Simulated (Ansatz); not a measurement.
C₂H₂Cl₂Si (`ClC1=C(Cl)[SiH2]1`). Total charge 0; spin multiplicity 1.

```xyz
7

Cl    1.426    1.213   -1.814
C     0.500    0.426   -0.637
C    -0.789    0.185   -0.427
Cl   -2.246    0.527   -1.214
Si    0.242   -0.514    0.894
H     0.526   -1.967    0.972
H     0.340    0.129    2.226
```

(1) List the harmonic frequencies (cm⁻¹, unscaled) at PBE0-D4/def2-TZVP in Ansatz. (An estimate is asked.)

(2) Is this a minimum?

(3) Give the ideal-gas thermochemistry at 298.15 K and 1 bar (rigid rotor, harmonic oscillator; point group C2v, symmetry number 2).

## Answers

(1) The calculation gave: 134, 196, 283, 439, 482, 574, 632, 652, 685, 924, 983, 1032, 1668, 2236, 2247.

(2) Yes, all 15 modes are real.

(3) Zero-point energy 78.8 kJ/mol; H(298) − E = 96.2 kJ/mol; entropy 324.0 J/(mol·K), of which translation 169.1, rotation 113.1, vibration 41.9; G(298) − E = -0.4 kJ/mol.
